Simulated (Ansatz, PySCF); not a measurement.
Gas-phase reaction (SMILES): CCS → CC[S] + H atom; the H-S bond at the site shown breaks (other sites are not compared here).

Structures are relaxed separately at B3LYP-D3(BJ)/def2-TZVP in Ansatz (an electronic-structure program), one conformer each, not searched for the lowest. Cores are frozen in the correlated levels unless marked. UHF or UKS for open shells. Spin-orbit coupling is left out. No relativistic terms. CBS marks a two-point X^-3 extrapolation of the correlation energy; Hartree-Fock from the larger set. The bracket is a focal-point correction in the basis named. Thermal terms are rigid-rotor harmonic-oscillator values from B3LYP-D3(BJ) frequencies (PySCF) at 298.15 K and 1 atm. 1 Eh = 627.5095 kcal/mol. Atoms have translation alone. Electronic entropy comes from spin alone.

```tsv
species	E, RI-MP2/CBS(cc-pV(T+d)Z,cc-pV(Q+d)Z)+[CCSD(T)-MP2]/cc-pV(T+d)Z (Ansatz) (Eh)	E, PBE0-D4/def2-TZVPD (Ansatz + dftd4) (Eh)	H - E (Eh)	G - E (Eh)
CCS	-477.48554	-477.82028	0.08031	0.04783
CC[S]	-476.83805	-477.17845	0.06965	0.03749
H atom	-0.49995	-0.50104	0.00236	-0.01065
```

### Question
Work out ΔE and ΔH, ΔG, ΔS and the equilibrium constant at 298.15 K at the first level, then ΔH at the second.

### Answer

1. ΔE = [(-476.83805) + (-0.49995)] - [(-477.48554)] = 0.14754 Eh = 92.6 kcal/mol at RI-MP2/CBS(cc-pV(T+d)Z,cc-pV(Q+d)Z)+[CCSD(T)-MP2]/cc-pV(T+d)Z.
2. The terms H - E add up to -0.00830 Eh, so ΔH = (0.14754 + (-0.00830))×627.5095 = 87.4 kcal/mol.
3. The terms G - E add up to -0.02099 Eh, so ΔG = 79.4 kcal/mol, and ΔS = (-0.00830 - (-0.02099))×627509.5/298.15 = 26.7 cal/(mol K).
4. log10 K = -ΔG/(RT ln 10) = -58.2, with RT ln 10 = 1.3642 kcal/mol.
5. With ΔH and ΔS taken as constant, ΔG changes sign near ΔH/ΔS = 3270 K, a rough figure that leaves out heat capacities.
6. At PBE0-D4/def2-TZVPD the same steps give ΔE = 88.3 and ΔH = 83.1 kcal/mol, a shift of -4.3 from the first level.
7. These values are not checked against measurement here, since the tables used lack a sound gas-phase enthalpy of formation for at least one species.
